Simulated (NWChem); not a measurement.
The numbers come from NWChem runs, not from measurements. System: H$_{5}$AlOS, charge 0, spin multiplicity 1, at a geometry optimised with PBE0/def2-SVP. The structure started from a generated list of species. Level: PBE0/def2-TZVPP.

NWChem printed:

```
             Northwest Computational Chemistry Package (NWChem) 7.3.0
             --------------------------------------------------------

                                NWChem Input Module
                                -------------------

 Scaling coordinates for geometry "geometry" by  1.889725989
 (inverse scale =  0.529177249)

                             Geometry "geometry" -> ""
                             -------------------------

 Output coordinates in angstroms (scale by  1.889725989 to convert to a.u.)

  No.       Tag          Charge          X              Y              Z
 ---- ---------------- ---------- -------------- -------------- --------------
    1 Al                  13.0000     0.24222200     0.76904200     0.84113800
    2 H                    1.0000    -0.39796000     0.32661700     2.23391400
    3 H                    1.0000     1.80057300     1.04009200     0.66107400
    4 O                    8.0000    -0.79275800     1.52955100    -0.32859200
    5 H                    1.0000    -1.65671200     1.87837100    -0.10250700
    6 S                   16.0000     0.17212500    -1.47228400    -0.53213200
    7 H                    1.0000    -0.60105900    -0.71426900    -1.34704000
    8 H                    1.0000     1.29433300    -1.20822700    -1.23737400

 Effective nuclear repulsion energy (a.u.)     143.0507373978

            Nuclear Dipole moment (a.u.)
            ----------------------------
        X                 Y               Z
 ---------------- ---------------- ----------------
    -0.0000056692    -0.0000113384     0.0000245664


 Summary of "ao basis" -> "" (spherical)
 ------------------------------------------------------------------------------
       Tag                 Description            Shells   Functions and Types
 ---------------- ------------------------------  ------  ---------------------
 *                         def2-tzvpp                 on all atoms

                                 NWChem DFT Module
                                 -----------------

 Summary of "ao basis" -> "ao basis" (spherical)
 ------------------------------------------------------------------------------
       Tag                 Description            Shells   Functions and Types
 ---------------- ------------------------------  ------  ---------------------
 Al                        def2-tzvpp               14       42   5s5p3d1f
 H                         def2-tzvpp                6       14   3s2p1d
 O                         def2-tzvpp               11       31   5s3p2d1f
 S                         def2-tzvpp               14       42   5s5p3d1f

 Summary of "ao basis" -> "ao basis" (spherical)
 ------------------------------------------------------------------------------
       Tag                 Description            Shells   Functions and Types
 ---------------- ------------------------------  ------  ---------------------
 Al                        def2-tzvpp               14       42   5s5p3d1f
 H                         def2-tzvpp                6       14   3s2p1d
 O                         def2-tzvpp               11       31   5s3p2d1f
 S                         def2-tzvpp               14       42   5s5p3d1f

            General Information
            -------------------
          SCF calculation type: DFT
          Wavefunction type:  closed shell.
          No. of atoms     :     8
          No. of electrons :    42
           Alpha electrons :    21
            Beta electrons :    21
          Charge           :     0
          Spin multiplicity:     1
          Use of symmetry is: off; symmetry adaption is: off
          Maximum number of iterations: 100
          AO basis - number of functions:   185
                     number of shells:    69
          Convergence on energy requested:  1.00D-06
          Convergence on density requested:  1.00D-05
          Convergence on gradient requested:  5.00D-04

              XC Information
              --------------
                         PBE0 Method XC Functional
                     Hartree-Fock (Exact) Exchange  0.250
          PerdewBurkeErnzerhof Exchange Functional  0.750
            Perdew 1991 LDA Correlation Functional  1.000 local
[...]
                  --------------- ------------------- ---------------
          dE  on:    start            ASAP                start
          dE off:    2 iters        100 iters           100 iters

      Screening Tolerance Information
      -------------------------------
          Density screening/tol_rho:  1.00D-10
          AO Gaussian exp screening on grid/accAOfunc:  14
          CD Gaussian exp screening on grid/accCDfunc:  20
          XC Gaussian exp screening on grid/accXCfunc:  20
          Schwarz screening/accCoul:  1.00D-08

      Superposition of Atomic Density Guess
      -------------------------------------

 Sum of atomic energies:        -716.63767847

      Non-variational initial energy
      ------------------------------

 Total energy =    -717.221892
 1-e energy   =   -1276.065692
 2-e energy   =     415.793063
 HOMO         =      -0.340715
 LUMO         =      -0.036634

------------------------------------------------------------
EAF file 0: "./mol.aoints.0" size=524288 bytes
------------------------------------------------------------
               write      read    awrite     aread      wait
               -----      ----    ------     -----      ----
     calls:        1         0         0         0         0
   data(b): 5.24e+05  0.00e+00  0.00e+00  0.00e+00
   time(s): 0.00e+00  0.00e+00  0.00e+00  0.00e+00  0.00e+00
rate(mb/s): 0.00e+00  0.00e+00
------------------------------------------------------------

   convergence    iter        energy       DeltaE   RMS-Dens  Diis-err    time
 ---------------- ----- ----------------- --------- --------- ---------  ------
 d= 0,ls=0.0,diis     1   -718.5209278708 -8.62D+02  6.94D-03  1.19D+00     5.5
 d= 0,ls=0.0,diis     2   -718.4380080972  8.29D-02  3.63D-03  1.86D+00     7.9
 d= 0,ls=0.0,diis     3   -718.6051998401 -1.67D-01  6.53D-04  1.09D-01    10.2
 d= 0,ls=0.0,diis     4   -718.6143916995 -9.19D-03  1.42D-04  2.81D-03    12.5
 d= 0,ls=0.0,diis     5   -718.6147097027 -3.18D-04  3.38D-05  1.46D-04    14.9
  Resetting Diis
 d= 0,ls=0.0,diis     6   -718.6147248962 -1.52D-05  1.06D-05  6.71D-06    17.2
 d= 0,ls=0.0,diis     7   -718.6147256444 -7.48D-07  4.81D-06  6.53D-07    19.5

         Total DFT energy =     -718.614725644409
      One electron energy =    -1279.241327024649
           Coulomb energy =      472.059776262370
    Exchange-Corr. energy =      -54.483912279922
 Nuclear repulsion energy =      143.050737397793

 Numeric. integr. density =       41.999996120614

     Total iterative time =     18.9s

                       DFT Final Molecular Orbital Analysis
                       ------------------------------------

 Vector   19  Occ=2.000000D+00  E=-3.283260D-01
              MO Center= -6.4D-02,  1.3D+00,  2.4D-02, r^2= 2.5D+00
   Bfn.  Coefficient  Atom+Function         Bfn.  Coefficient  Atom+Function
  ----- ------------  ---------------      ----- ------------  ---------------
    77      0.310282  4 O  py                80      0.260352  4 O  py
    83      0.190991  4 O  py                15      0.178043  1 Al px
    58      0.175480  3 H  s                 78     -0.161546  4 O  pz
    81     -0.135174  4 O  pz                76      0.101375  4 O  px
    84     -0.096148  4 O  pz                57      0.095532  3 H  s

 Vector   20  Occ=2.000000D+00  E=-3.025362D-01
              MO Center= -3.2D-01,  3.6D-01,  2.8D-01, r^2= 4.1D+00
   Bfn.  Coefficient  Atom+Function         Bfn.  Coefficient  Atom+Function
  ----- ------------  ---------------      ----- ------------  ---------------
   131      0.263679  6 S  py                78      0.217185  4 O  pz
    77      0.192108  4 O  py                81      0.180726  4 O  pz
   134      0.177597  6 S  py                44     -0.165659  2 H  s
    80      0.160335  4 O  py               132      0.148181  6 S  pz
    17     -0.134664  1 Al pz                84      0.132606  4 O  pz

 Vector   21  Occ=2.000000D+00  E=-2.806289D-01
              MO Center=  4.3D-01,  7.7D-01,  9.3D-01, r^2= 3.4D+00
   Bfn.  Coefficient  Atom+Function         Bfn.  Coefficient  Atom+Function
  ----- ------------  ---------------      ----- ------------  ---------------
    58     -0.216780  3 H  s                 44      0.206837  2 H  s
    59     -0.202685  3 H  s                 45      0.197652  2 H  s
    15     -0.180853  1 Al px                77      0.164389  4 O  py
    80      0.137422  4 O  py                17      0.131776  1 Al pz
    57     -0.130884  3 H  s                 43      0.119093  2 H  s

 Vector   22  Occ=0.000000D+00  E=-1.745672D-02
              MO Center=  3.6D-01, -1.2D+00, -5.8D-01, r^2= 3.6D+00
   Bfn.  Coefficient  Atom+Function         Bfn.  Coefficient  Atom+Function
  ----- ------------  ---------------      ----- ------------  ---------------
   174      0.986096  8 H  s                133     -0.842153  6 S  px
   160     -0.690740  7 H  s                130     -0.323386  6 S  px
   120     -0.310596  6 S  s                173      0.296638  8 H  s
    18     -0.280215  1 Al px                59      0.239708  3 H  s
   159     -0.210390  7 H  s                 20     -0.203523  1 Al pz

 Vector   23  Occ=0.000000D+00  E= 5.045947D-03
              MO Center=  1.6D-01, -9.8D-01, -8.7D-01, r^2= 4.8D+00
   Bfn.  Coefficient  Atom+Function         Bfn.  Coefficient  Atom+Function
  ----- ------------  ---------------      ----- ------------  ---------------
   120      1.408873  6 S  s                160     -1.100008  7 H  s
   174     -0.702256  8 H  s                135     -0.541042  6 S  pz
   134      0.503629  6 S  py               159     -0.327269  7 H  s
   132     -0.287412  6 S  pz                75      0.257346  4 O  s
    19      0.237608  1 Al py               118     -0.192996  6 S  s

 Vector   24  Occ=0.000000D+00  E= 1.265983D-02
              MO Center=  7.1D-02,  1.1D+00,  9.3D-01, r^2= 5.7D+00
   Bfn.  Coefficient  Atom+Function         Bfn.  Coefficient  Atom+Function
  ----- ------------  ---------------      ----- ------------  ---------------
    19      0.897985  1 Al py                75     -0.479387  4 O  s
   135      0.449583  6 S  pz                18     -0.419305  1 Al px
   174      0.356315  8 H  s                 16      0.318487  1 Al py
   160      0.272720  7 H  s                 20      0.176123  1 Al pz
   104      0.173533  5 H  s                 59      0.149280  3 H  s

 center of mass
 --------------
 x =  -0.00469590 y =  -0.01238117 z =   0.01501933

 moments of inertia (a.u.)
 ------------------
         600.418645937309          89.260831415001         -22.903745276661
          89.260831415001         212.639404717282        -136.335617309292
         -22.903745276661        -136.335617309292         536.533761209528

     Multipole analysis of the density
     ---------------------------------

     L   x y z        total         alpha         beta         nuclear
     -   - - -        -----         -----         ----         -------
     0   0 0 0     -0.000000    -21.000000    -21.000000     42.000000

     1   1 0 0     -0.270086     -0.135040     -0.135040     -0.000006
     1   0 1 0     -0.678208     -0.339099     -0.339099     -0.000011
     1   0 0 1     -0.649420     -0.324722     -0.324722      0.000025

     2   2 0 0    -23.809862    -37.699056    -37.699056     51.588250
     2   1 1 0     -2.945839     23.233889     23.233889    -49.413616
     2   1 0 1     -0.795976     -5.658723     -5.658723     10.521471
     2   0 2 0    -25.439636   -133.731414   -133.731414    242.023192
     2   0 1 1      2.245988    -35.668904    -35.668904     73.583796
     2   0 0 2    -26.662769    -55.069258    -55.069258     83.475747

 Task  times  cpu:       19.5s     wall:       19.5s

 Total times  cpu:       19.6s     wall:       19.6s
```

**Question.** Write an NWChem input that would produce this output.

**Answer.** Several could match; the one computed here: 
```
start mol
memory heap 200 mb stack 900 mb global 1100 mb
geometry units angstroms nocenter noautoz noautosym
  Al     0.242222     0.769042     0.841138
  H     -0.397960     0.326617     2.233914
  H      1.800573     1.040092     0.661074
  O     -0.792758     1.529551    -0.328592
  H     -1.656712     1.878371    -0.102507
  S      0.172125    -1.472284    -0.532132
  H     -0.601059    -0.714269    -1.347040
  H      1.294333    -1.208227    -1.237374
end
basis spherical
  * library def2-tzvpp
end
dft
  xc pbe0
  semidirect memsize 60000000 filesize 0
  iterations 100
end
task dft energy
```
